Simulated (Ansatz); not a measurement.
`[SiH3]/C=[CH]\[GeH3]`, relaxed with RKS PBE-D4/def2-SVP in the Gaussian-basis code of Ansatz from a rough embedded geometry. The force threshold is 0.03 eV/Å; the program also tests the step.

The species carries charge 0 and has multiplicity 1.

Start:

```xyz
12

Si    1.053    1.462   -0.339
C    -0.467    1.005    0.701
C    -1.049   -0.246    0.716
Ge   -0.375   -1.743   -0.271
H     2.181    0.579    0.108
H     1.363    2.860   -0.071
H     0.716    1.212   -1.731
H    -0.891    1.803    1.302
H    -1.890   -0.391    1.324
H     1.039   -2.113    0.101
H    -0.398   -1.444   -1.815
H    -1.282   -2.985   -0.024
```

```json
{"step": "1", "energy (eV)": "-66571.8734", "largest force (eV/Å)": "2.206", "largest move (Å)": "0.000"}
{"step": "2", "energy (eV)": "-66572.0615", "largest force (eV/Å)": "0.761", "largest move (Å)": "0.094"}
{"step": "3", "energy (eV)": "-66572.0753", "largest force (eV/Å)": "0.204", "largest move (Å)": "0.045"}
{"step": "4", "energy (eV)": "-66572.0801", "largest force (eV/Å)": "0.133", "largest move (Å)": "0.030"}
{"step": "5", "energy (eV)": "-66572.0810", "largest force (eV/Å)": "0.048", "largest move (Å)": "0.010"}
{"step": "6", "energy (eV)": "-66572.0811", "largest force (eV/Å)": "0.011", "largest move (Å)": "0.006"}
```

End:

```xyz
12

Si    1.055    1.487   -0.312
C    -0.465    0.989    0.695
C    -1.033   -0.240    0.717
Ge   -0.411   -1.805   -0.294
H     2.250    0.654    0.070
H     1.371    2.936   -0.062
H     0.812    1.287   -1.786
H    -0.925    1.779    1.321
H    -1.925   -0.403    1.352
H     1.043   -2.170    0.110
H    -0.429   -1.508   -1.818
H    -1.343   -3.006    0.006
```

Run time 8 s (4 threads of an Arm Neoverse V2 on a shared host); peak host memory 0.17 GiB.
